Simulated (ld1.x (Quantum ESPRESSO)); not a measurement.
## Ranking PAW potentials for platinum

All share these settings but for the change named:

| Item | Value |
| --- | --- |
| Element | platinum |
| Generator | ld1.x (Quantum ESPRESSO) 7.5 |
| Type | PAW |
| Functional | PBE |
| Relativity | scalar-relativistic |
| Frozen core | [Xe] 4f14 |
| Valence charge | 10 |
| Reference configuration | 5d9 6s0 6p0 (charge +1) |
| Partial waves | 6s (bound, empty): rcut 1.85, rcutus 2.25 bohr; 6s channel at 1.55 Ry: rcut 1.85, rcutus 2.25 bohr; 6p (bound, empty): rcut 3.20, rcutus 3.60 bohr; 6p channel at 1.1 Ry: rcut 3.20, rcutus 3.60 bohr; 5d (bound): rcut 1.65, rcutus 2.30 bohr; 5d channel at 0.8 Ry: rcut 1.65, rcutus 2.30 bohr |
| Local potential | all-electron potential smoothed inside 2.05 bohr (lloc = -1) |
| Core correction | a·sin(br)/r model core, default radius (ld1.x builds one for every PAW set, though the input has nlcc=.false.) |
| Augmentation charge | BESSEL, radius 1.50 bohr |

Cutoff: the first of the cutoffs (Ry, on a coarse ladder) from which the occupation-weighted sum of valence levels, in a spherical-Bessel basis at the reference potential, stays within 10 and 1 mRy of its value at 400 Ry; the density cutoff is not measured.

The base gives 18 Ry.

Of 10 variants that were run, those that failed, showed a ghost or another fault, or gave nearly equal values are left out.

A variant can come out equal or close to the base.

Q: Rank these variants from softest to hardest (loose cutoff).
A. wave 5d channel at 0.8 Ry: rcut 1.65, rcutus 2.30 bohr becomes 5d channel at -0.93 Ry: rcut 1.65, rcutus 2.30 bohr
B. all radii but the core radius scaled by about 1.26 (s 2.84, p 4.54, d 2.90 bohr, rcut 2.34/4.04/2.08); local potential all-electron potential smoothed inside 2.58 bohr (lloc = -1); augmentation BESSEL, radius 1.90 bohr
C. waves 6p (bound): rcut 3.20, rcutus 3.86 bohr; 6p channel at 1.1 Ry: rcut 3.20, rcutus 3.86 bohr

A: B (12 Ry), C (18 Ry), A (21 Ry).
